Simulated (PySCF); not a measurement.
Simulation results for BGeH5NSi, CH4B2Ge, B3GeH6, CH7B2Ge and others

Computed with PySCF 2.14.0. Calculation on a computer-drawn molecule: the log of a Hartree-Fock and frozen-core CCSD(T) single point meant for a local Hartree-Fock minimum, with one planted fault or none, to be diagnosed. Offsets are logged minus clean, where the clean run is the same molecule without the fault. The reference is restricted for singlets and unrestricted otherwise, and also for a bond in bohr or an excited solution. Adding or removing an electron swaps singlet and doublet. The excited solution moves the top pair (singlet) or top alpha electron (doublet) to the lowest empty orbital. Highest occupied and lowest empty are orbital energies over both spins, largest force is the largest gradient component, triples share is (T) over the correlation energy, the T1 limit is 0.02 restricted and 0.045 unrestricted, electrons count all cores, a negative frequency is imaginary (commonest isotopes), and the dipole is about the centre of nuclear charge; on germanium a core potential holds 10 electrons, which the energies leave out, and 3d is frozen in MP2 and coupled-cluster steps.

Common to all runs: meant basis and core potential on germanium cc-pVDZ-PP ECP10MDF; logged SCF converged yes; logged CC converged yes; logged SCF stable within its kind yes; possible faults no fault, one electron removed, one electron added, multiplicity raised by two, geometry at a saddle point, SCF held on an excited solution, minimal basis STO-3G, one bond length entered in bohr, all coordinates scaled.

(1) 
```xyz
9
formula=BGeH5NSi meant_charge=0 meant_multiplicity=2 meant_basis=cc-pV(D+d)Z logged_electrons=62 logged_basis_functions=99 logged_spin_squared=0 logged_highest_occupied=-15.942 logged_lowest_empty=-6.2445 logged_largest_force=0.064843 logged_T1_diagnostic=0.01824 logged_D1_diagnostic=0.056139 logged_triples_share=0.03579 logged_dipole_magnitude=1.1896 logged_energy_HF=-664.0924 logged_energy_CCSD(T)=-664.56659 planted_fault=one_electron_removed HF_energy_offset_from_clean_run=166.1 CCSD(T)_energy_offset_from_clean_run=172.5
B     -0.6946    -3.1697    -0.1698
N     -0.6970    -2.1179    -0.8295
Ge    -0.8697    -0.5953    -1.8156
Si    -0.6911     1.3293    -0.3791
H     -0.6831    -4.1635     0.4528
H      0.1803    -0.6489    -2.9400
H     -0.8337     2.5534    -1.2021
H     -1.7871     1.2792     0.6148
H      0.6081     1.3715     0.3334
```

Units: logged_highest_occupied, logged_lowest_empty in eV; logged_largest_force in hartree/bohr; logged_dipole_magnitude in debye; logged_energy_HF, logged_energy_CCSD(T) in hartree; HF_energy_offset_from_clean_run, CCSD(T)_energy_offset_from_clean_run in kcal/mol.

Drawn bonds:
```csv
atom,other atom,order
1,2,2
2,3,1
3,4,1
1,5,1
3,6,1
4,7,1
4,8,1
4,9,1
```

(2) 
```xyz
9
formula=BGeH5NSi meant_charge=0 meant_multiplicity=2 meant_basis=cc-pV(D+d)Z logged_electrons=63 logged_basis_functions=99 logged_spin_squared=0.7592 logged_highest_occupied=-8.0433 logged_lowest_empty=1.1209 logged_largest_force=0.036184 logged_T1_diagnostic=0.016212 logged_D1_diagnostic=0.045883 logged_triples_share=0.03244 logged_dipole_magnitude=0.70917 logged_energy_HF=-664.35103 logged_energy_CCSD(T)=-664.8306 planted_fault=all_coordinates_scaled,by_-2.5_% HF_energy_offset_from_clean_run=3.846 CCSD(T)_energy_offset_from_clean_run=6.825
B     -0.6772    -3.0904    -0.1656
N     -0.6796    -2.0649    -0.8087
Ge    -0.8480    -0.5804    -1.7702
Si    -0.6738     1.2961    -0.3696
H     -0.6660    -4.0594     0.4415
H      0.1758    -0.6327    -2.8665
H     -0.8128     2.4895    -1.1720
H     -1.7424     1.2472     0.5994
H      0.5929     1.3372     0.3250
```

Units: logged_highest_occupied, logged_lowest_empty in eV; logged_largest_force in hartree/bohr; logged_dipole_magnitude in debye; logged_energy_HF, logged_energy_CCSD(T) in hartree; HF_energy_offset_from_clean_run, CCSD(T)_energy_offset_from_clean_run in kcal/mol.

Drawn bonds:
```csv
atom,other atom,order
1,2,2
2,3,1
3,4,1
1,5,1
3,6,1
4,7,1
4,8,1
4,9,1
```

(3) 
```xyz
8
formula=CH4B2Ge meant_charge=0 meant_multiplicity=1 meant_basis=cc-pVDZ logged_electrons=51 logged_basis_functions=85 logged_spin_squared=0.7753 logged_highest_occupied=-15.03 logged_lowest_empty=-6.6312 logged_largest_force=0.051984 logged_T1_diagnostic=0.018409 logged_D1_diagnostic=0.052335 logged_triples_share=0.040375 logged_dipole_magnitude=0.43599 logged_energy_HF=-382.56695 logged_energy_CCSD(T)=-382.96634 planted_fault=one_electron_removed HF_energy_offset_from_clean_run=176.6 CCSD(T)_energy_offset_from_clean_run=195
B     -1.6380     0.5132    -2.3052
B     -1.5083    -1.0163    -1.6387
C     -1.3982    -2.2111    -0.9444
Ge    -1.3452    -1.6943     0.9641
H     -1.6685     1.4804    -1.6012
H     -1.7015     0.6566    -3.4924
H     -1.3440    -3.2408    -1.2652
H     -1.2209    -3.1836     1.4913
```

Units: logged_highest_occupied, logged_lowest_empty in eV; logged_largest_force in hartree/bohr; logged_dipole_magnitude in debye; logged_energy_HF, logged_energy_CCSD(T) in hartree; HF_energy_offset_from_clean_run, CCSD(T)_energy_offset_from_clean_run in kcal/mol.

Drawn bonds:
```csv
atom,other atom,order
1,2,1
2,3,2
3,4,1
1,5,1
1,6,1
3,7,1
4,8,1
```

(4) 
```xyz
10
formula=B3GeH6 meant_charge=0 meant_multiplicity=2 meant_basis=cc-pVDZ logged_electrons=53 logged_basis_functions=95 logged_spin_squared=3.8018 logged_highest_occupied=-6.5505 logged_lowest_empty=-1.309 logged_largest_force=0.047954 logged_T1_diagnostic=0.025539 logged_D1_diagnostic=0.099994 logged_triples_share=0.032936 logged_dipole_magnitude=1.3861 logged_energy_HF=-370.67479 logged_energy_CCSD(T)=-371.07321 planted_fault=multiplicity_raised_by_two HF_energy_offset_from_clean_run=95.75 CCSD(T)_energy_offset_from_clean_run=95.29
B      2.1242     0.8524     0.9411
B      2.1485    -0.8007     1.2312
B      1.3947    -1.9883     0.3182
Ge    -0.5583    -2.4969     0.5494
H      1.2704     1.5589     1.4109
H      2.9643     1.3856     0.2647
H      2.7739    -1.1763     2.1967
H      1.9719    -2.5593    -0.5669
H     -1.3717    -2.0552     1.7675
H     -1.1031    -3.8127    -0.0063
```

Units: logged_highest_occupied, logged_lowest_empty in eV; logged_largest_force in hartree/bohr; logged_dipole_magnitude in debye; logged_energy_HF, logged_energy_CCSD(T) in hartree; HF_energy_offset_from_clean_run, CCSD(T)_energy_offset_from_clean_run in kcal/mol.

Drawn bonds:
```csv
atom,other atom,order
1,2,1
2,3,1
3,4,1
1,5,1
1,6,1
2,7,1
3,8,1
4,9,1
4,10,1
```

(5) 
```xyz
10
formula=B3GeH6 meant_charge=0 meant_multiplicity=2 meant_basis=cc-pVDZ logged_electrons=53 logged_basis_functions=95 logged_spin_squared=0.758 logged_highest_occupied=-8.1245 logged_lowest_empty=-0.31767 logged_largest_force=3.849e-05 logged_lowest_frequency=-423.7 logged_T1_diagnostic=0.020259 logged_D1_diagnostic=0.11023 logged_triples_share=0.027312 logged_dipole_magnitude=1.116 logged_energy_HF=-370.79564 logged_energy_CCSD(T)=-371.19336 planted_fault=geometry_at_a_saddle_point HF_energy_offset_from_clean_run=19.92 CCSD(T)_energy_offset_from_clean_run=19.89
B     -2.4700    -0.0830     0.0000
B     -0.7882     0.4507     0.0000
B      0.5724    -0.6326     0.0000
Ge     2.4275     0.1065     0.0000
H     -3.3897     0.6949     0.0000
H     -2.7664    -1.2506     0.0000
H     -0.5723     1.6402     0.0000
H      0.4932    -1.8314     0.0000
H      3.7329    -0.6951     0.0000
H      2.7608     1.6003     0.0000
```

Units: logged_highest_occupied, logged_lowest_empty in eV; logged_largest_force in hartree/bohr; logged_lowest_frequency in cm⁻¹; logged_dipole_magnitude in debye; logged_energy_HF, logged_energy_CCSD(T) in hartree; HF_energy_offset_from_clean_run, CCSD(T)_energy_offset_from_clean_run in kcal/mol.

Drawn bonds:
```csv
atom,other atom,order
1,2,1
2,3,1
3,4,1
1,5,1
1,6,1
2,7,1
3,8,1
4,9,1
4,10,1
```

(6) 
```xyz
11
formula=CH7B2Ge meant_charge=1 meant_multiplicity=1 meant_basis=cc-pVDZ logged_electrons=53 logged_basis_functions=100 logged_spin_squared=0.7673 logged_highest_occupied=-23.052 logged_lowest_empty=-13.434 logged_largest_force=0.07508 logged_T1_diagnostic=0.023718 logged_D1_diagnostic=0.1178 logged_triples_share=0.031727 logged_dipole_magnitude=6.7682 logged_energy_HF=-383.83417 logged_energy_CCSD(T)=-384.26562 planted_fault=one_electron_removed HF_energy_offset_from_clean_run=338.3 CCSD(T)_energy_offset_from_clean_run=352.5
B     -1.8919     1.7117     0.6978
B     -0.4890     0.9686     1.2764
C      0.3700    -0.2414     0.6651
Ge     1.5535    -0.0979     2.1412
H     -2.9641     1.2969     1.0255
H     -1.8093     2.6538    -0.0335
H     -0.0368     1.4222     2.3509
H      0.8038    -0.0036    -0.3063
H     -0.1938    -1.1726     0.6071
H      2.6928     0.8956     2.1190
H      1.2461    -0.8005     3.4440
```

Units: logged_highest_occupied, logged_lowest_empty in eV; logged_largest_force in hartree/bohr; logged_dipole_magnitude in debye; logged_energy_HF, logged_energy_CCSD(T) in hartree; HF_energy_offset_from_clean_run, CCSD(T)_energy_offset_from_clean_run in kcal/mol.

Drawn bonds:
```csv
atom,other atom,order
1,2,1
2,3,1
3,4,1
1,5,1
1,6,1
2,7,1
3,8,1
3,9,1
4,10,1
4,11,1
```

(7) 
```xyz
12
formula=CH8B2Ge meant_charge=0 meant_multiplicity=1 meant_basis=cc-pVDZ logged_electrons=56 logged_basis_functions=105 logged_spin_squared=0.7192 logged_highest_occupied=-10.315 logged_lowest_empty=1.4749 logged_largest_force=0.021172 logged_T1_diagnostic=0.053498 logged_D1_diagnostic=0.25334 logged_triples_share=0.03567 logged_dipole_magnitude=0.64574 logged_energy_HF=-385.10197 logged_energy_CCSD(T)=-385.58707 planted_fault=one_bond_length_entered_in_bohr,row_8_of_the_drawn_bonds HF_energy_offset_from_clean_run=77.65 CCSD(T)_energy_offset_from_clean_run=79.45
B      0.0511    -1.4625    -1.8867
B      1.1901    -0.5136    -1.0740
C      1.1670    -0.1715     0.4559
Ge     0.3050     1.5962     0.7348
H     -0.9615    -1.0027    -2.3490
H      0.2274    -2.6421    -2.0572
H      2.0758    -0.0233    -1.7376
H      0.5995    -0.8719     1.0746
H      3.0603     0.0489     1.2554
H      1.0567     2.6935    -0.0261
H      0.3305     1.9188     2.2324
H     -1.1521     1.5709     0.2582
```

Units: logged_highest_occupied, logged_lowest_empty in eV; logged_largest_force in hartree/bohr; logged_dipole_magnitude in debye; logged_energy_HF, logged_energy_CCSD(T) in hartree; HF_energy_offset_from_clean_run, CCSD(T)_energy_offset_from_clean_run in kcal/mol.

Drawn bonds:
```csv
atom,other atom,order
1,2,1
2,3,1
3,4,1
1,5,1
1,6,1
2,7,1
3,8,1
3,9,1
4,10,1
4,11,1
4,12,1
```

Notes: T1 above single-reference limit.

(8) 
```xyz
10
formula=CH6B2Ge meant_charge=0 meant_multiplicity=1 meant_basis=cc-pVDZ logged_electrons=54 logged_basis_functions=95 logged_spin_squared=0 logged_highest_occupied=-9.0108 logged_lowest_empty=0.44073 logged_largest_force=3.87e-05 logged_lowest_frequency=-277.44 logged_T1_diagnostic=0.012513 logged_D1_diagnostic=0.042069 logged_triples_share=0.034365 logged_dipole_magnitude=3.3624 logged_energy_HF=-384.00597 logged_energy_CCSD(T)=-384.46927 planted_fault=geometry_at_a_saddle_point HF_energy_offset_from_clean_run=6.116 CCSD(T)_energy_offset_from_clean_run=6.539
B     -2.2957    -0.1215     0.0000
B     -0.6348     0.4226     0.0000
C      0.5360    -0.5542     0.0000
Ge     2.1980     0.0963     0.0000
H     -3.2342     0.6355     0.0000
H     -2.5729    -1.2968     0.0000
H     -0.3734     1.6059     0.0000
H      0.4100    -1.6321     0.0000
H      3.4740    -0.7427     0.0000
H      2.4929     1.5868     0.0000
```

Units: logged_highest_occupied, logged_lowest_empty in eV; logged_largest_force in hartree/bohr; logged_lowest_frequency in cm⁻¹; logged_dipole_magnitude in debye; logged_energy_HF, logged_energy_CCSD(T) in hartree; HF_energy_offset_from_clean_run, CCSD(T)_energy_offset_from_clean_run in kcal/mol.

Drawn bonds:
```csv
atom,other atom,order
1,2,1
2,3,1
3,4,2
1,5,1
1,6,1
2,7,1
3,8,1
4,9,1
4,10,1
```
